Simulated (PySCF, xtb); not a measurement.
AlCl2H3O2Si, SMILES [OH][Al]([OH])[SiH](Cl)Cl. The values are those of a single conformer.

Harmonic wavenumbers (cm⁻¹) from GFN2-xTB (xtb) at its own minimum, in rising order: 9, 54, 78, 121, 165, 181, 215, 368, 418, 461, 468, 493, 496, 501, 624, 635, 779, 983, 2122, 3757, 3761.

What does PBE-D3(BJ)/def2-SVP (PySCF) give at its own minimum? (Estimate from the structure and the level; the computed values follow.)

12, 53, 75, 141, 187, 205, 233, 319, 355, 372, 504, 541, 554, 575, 716, 754, 792, 920, 2163, 3803, 3810. Paired by order, the mean absolute difference is 44 cm⁻¹ and the zero-point energies are 23.9 and 24.4 kcal/mol.
